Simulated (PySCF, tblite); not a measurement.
C5H10OSSi.
Geometry (GFN2-xTB, Å), atoms numbered from 1 in this order:
```
atom  x, y, z in Å
O1    -1.9089    2.0827   -0.5393
C2    -2.0452    0.7206   -0.7491
C3    -2.3859   -0.2300    0.3890
C4    -1.0489   -0.2557   -0.2605
C5    -0.0881   -1.2344   -0.8199
C6     0.3490   -0.2197    0.2132
S7     1.4134    1.1634   -0.2637
Si8    3.2835    0.1368   -0.4583
H9    -1.0979    2.2508   -0.0444
H10   -2.5214    0.5354   -1.7065
H11   -3.0773   -1.0361    0.1949
H12   -2.4501    0.1776    1.3874
H13   -0.1495   -2.2713   -0.5193
H14    0.2408   -1.0863   -1.8388
H15    0.5696   -0.5649    1.2160
H16    4.1937    1.1948   -0.8526
H17    3.1195   -0.9057   -1.4647
H18    3.5949   -0.4520    0.8401
```

Computed, not measured: PBE0/pcSseg-1 in PySCF (dipole) on a GFN2-xTB geometry, gas phase.

Take the most abundant isotopes and a rigid rotor. The values belong to one conformer with, in the numbering `[OH:1][C@@H:2]1[CH2:3][C@@:4]12[CH2:5][C@H:6]2[S:7][SiH3:8]`, H–O1–C2–C3 71°, C5–C6–S7–Si8 -75°.

Give the principal moments of inertia and the rotational constants in GHz.

Ia = 160.07, Ib = 636.58, Ic = 739.88 u·Å²; 505379 MHz·u·Å²/I gives 3157, 793.9 and 683.1 MHz, that is A = 3.1573, B = 0.7939, C = 0.6831 GHz.

What kind of rotor is it?

A near-prolate asymmetric top; Ray's κ = -0.910.

What does the inertial defect say?

Not planar: Δ = Ic − Ia − Ib = -56.77 u·Å². For a rigid frame Δ = −2 Σ m c², so Σ m c² = 28.39 u·Å² lies off the ab plane: 12.83 from hydrogen and 15.56 from heavier atoms. The atom farthest from that plane is 1.62 Å away.

Give the other two planar moments, Paa and Pbb, and the rms extents of the mass along the axes.

Paa = Σ m a² = (Ib + Ic − Ia)/2 = 608.20 and Pbb = Σ m b² = (Ia + Ic − Ib)/2 = 131.68 u·Å². With the mass M = 146.02 u, the rms extents √(P/M) along a, b and c are 2.04, 0.95, 0.44 Å.

Where do the levels up to J = 5 lie, in K?

Above 0(0,0), as E/k:
J = 1: 1(0,1) 0.071, 1(1,1) 0.184, 1(1,0) 0.190
J = 2: 2(0,2) 0.212, 2(1,2) 0.321, 2(1,1) 0.337, 2(2,1) 0.677, 2(2,0) 0.677
J = 3: 3(0,3) 0.424, 3(1,3) 0.525, 3(1,2) 0.557, 3(2,2) 0.890, 3(2,1) 0.891, 3(3,1) 1.470, 3(3,0) 1.470
J = 4: 4(0,4) 0.706, 4(1,4) 0.798, 4(1,3) 0.851, 4(2,3) 1.173, 4(2,2) 1.176, 4(3,2) 1.754, 4(3,1) 1.754, 4(4,1) 2.566, 4(4,0) 2.566
J = 5: 5(0,5) 1.057, 5(1,5) 1.138, 5(1,4) 1.218, 5(2,4) 1.527, 5(2,3) 1.533, 5(3,3) 2.109, 5(3,2) 2.109, 5(4,2) 2.921, 5(4,1) 2.921, 5(5,1) 3.965, 5(5,0) 3.965

Predict some low-J microwave lines.

The dipole components are |μa| = 1.52 D, |μb| = 2.59 D, |μc| = 0.43 D. Intensities carry the squares of the components, which stand as 0.34 : 1.00 : 0.03 (a : b : c). Some lines, for components of 0.1 D or more:

```csv
type,branch,"J(Ka,Kc)",MHz,lower level (cm⁻¹)
a,Q,"4(1,3) ← 4(1,4)",1108,0.555
a,R,"1(0,1) ← 0(0,0)",1477,0.000
c,Q,"4(1,4) ← 4(0,4)",1912,0.491
b,Q,"1(1,0) ← 1(0,1)",2474,0.049
a,R,"2(0,2) ← 1(0,1)",2950,0.049
a,R,"3(2,1) ← 2(2,0)",4446,0.471
a,R,"4(3,2) ← 3(3,1)",5915,1.022
a,R,"4(3,1) ← 3(3,0)",5916,1.022
c,R,"3(1,2) ← 2(0,2)",7184,0.148
b,Q,"2(2,1) ← 2(1,2)",7423,0.223
c,R,"3(2,1) ← 2(1,1)",11540,0.234
b,R,"3(2,1) ← 2(1,2)",11872,0.223
b,Q,"4(3,2) ← 4(2,3)",12107,0.815
b,R,"4(2,3) ← 3(1,2)",12831,0.387
b,R,"5(2,4) ← 4(1,3)",14086,0.591
c,R,"5(2,4) ← 4(1,4)",15194,0.555
c,R,"3(3,0) ← 2(2,0)",16523,0.471
c,R,"3(3,1) ← 2(2,1)",16527,0.471
b,Q,"5(4,1) ← 5(3,2)",16919,1.466
c,Q,"4(4,1) ← 4(3,1)",16924,1.219
b,R,"5(3,3) ← 4(2,2)",19447,0.817
c,R,"4(4,0) ← 3(3,0)",22840,1.022
b,R,"4(4,0) ← 3(3,1)",22840,1.022
```

Estimate the classical rotational partition function at 25 K, 298.15 K and 500 K.

Point group C1, symmetry number σ = 1; q = (√π/σ)·√((kT/h)³/(ABC)), k/h = 20836.6 MHz/K: 16100 at 25 K, 663000 at 298.15 K, 1440000 at 500 K.

Its GFN2-xTB frequencies are all real (lowest 37 cm⁻¹). Zero-point vibration and centrifugal distortion are left out. A rigid rotor knows nothing of internal rotation, which can split or shift real lines.

The run took 64 s of wall time on one thread, Arm Neoverse N1 (aarch64), no GPU, shared host with 64 logical CPUs at a one-minute load of 58, and the process peaked at 0.90 GiB of memory. This is the PBE0/pcSseg-1 job that gave the dipole, with the shieldings it also computed.
